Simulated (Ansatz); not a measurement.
Isolated molecules relaxed with PBE0-D4/def2-TZVP in Ansatz; ΔE leaves out vibrations. CCSD(T)/CBS adds triple-zeta CCSD(T) − MP2 to the extrapolated MP2 energy (def2 sets, frozen cores). This one scheme is used for every species. Functionals use def2-TZVPP. Each species was taken in one conformer, which may not be the lowest.

`CNB(C)Cl` + H₂ → `CBNC` + HCl  (hydrogenolysis of a B–Cl bond)

Problem. Is it downhill or uphill in electronic energy at CCSD(T)/CBS, and by how much? (Best estimate.)

Solution. Computed: Uphill: ΔE = +0.75 eV.

Problem. What do these levels give: BLYP-D4, MP2/def2-SVP, CCSD/def2-TZVPP, CCSD(T)/def2-TZVPP, MP2/def2-QZVPP, MP2/CBS(def2)? (Best estimate.)

Solution. The calculation gave: BLYP-D4 0.77, MP2/def2-SVP 0.86, CCSD/def2-TZVPP 0.68, CCSD(T)/def2-TZVPP 0.73, MP2/def2-QZVPP 0.84, MP2/CBS(def2) 0.86 eV.

Largest T1 diagnostic among the species: 0.011.

In def2-TZVPP, CCSD(T) changes the Hartree–Fock value by +0.16 eV (the triples alone add +0.05 eV) and MP2 by +0.26 eV. Leaving LDA and LC-ωPBE aside and taking each functional with its dispersion term where it has one, the values, not all of them listed here, spread over 0.12 eV, from B2PLYP to revPBE-D4. LDA lies +0.07 eV from PBE without D4. The D4 term adds +0.10 eV with B3LYP and +0.05 eV with PBE0; it sums over pairs of atoms, weighted by their polarisabilities, and B3LYP, whose exchange is more repulsive, gets the larger term.

B3LYP here is the variant with VWN-RPA as its local correlation; programs differ in this.
